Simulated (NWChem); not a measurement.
System: C₂HClF₂; SMILES F/C=C(\F)Cl

Here is an NWChem input.

```
start job
memory heap 200 mb stack 900 mb global 1100 mb
geometry units angstroms
  F     -0.289246    -2.249500     0.000000
  C     -0.703022    -0.991255     0.000000
  C      0.164947     0.021268     0.000000
  F      1.468394    -0.158220     0.000000
  Cl    -0.328288     1.659360     0.000000
  H     -1.783535    -0.843927     0.000000
end
basis spherical
  F library 6-311g**
  C library 6-311g**
  Cl library 6-311g**
  H library 6-311g**
end
dft
  xc pbe0
  iterations 150
end
driver
  maxiter 120
end
task dft optimize
task dft freq
```

The level has its own optimisation; frequencies are unscaled. Brackets give each atom's bonded neighbours.

Task: What results follow from this input? (PBE0/6-311G** (spherical d).) Quantities: basis functions; r C–F [C(CFH)–F(C)] (Å); r C–C (Å); r C–H (Å); r C–F [C(CClF)–F(C)] (Å); highest harmonic frequency (cm⁻¹); lowest (cm⁻¹); zero-point energy (kcal/mol); dipole (D).

Result: 
* **number of basis functions**: 104
* **r C–F [C(CFH)–F(C)] (Å)**: 1.331
* **r C–C (Å)**: 1.325
* **r C–H (Å)**: 1.080
* **r C–F [C(CClF)–F(C)] (Å)**: 1.320
* **highest harmonic frequency (cm⁻¹)**: 3269
* **lowest (cm⁻¹)**: 218
* **zero-point energy (kcal/mol)**: 17.6
* **dipole (D)**: 1.52
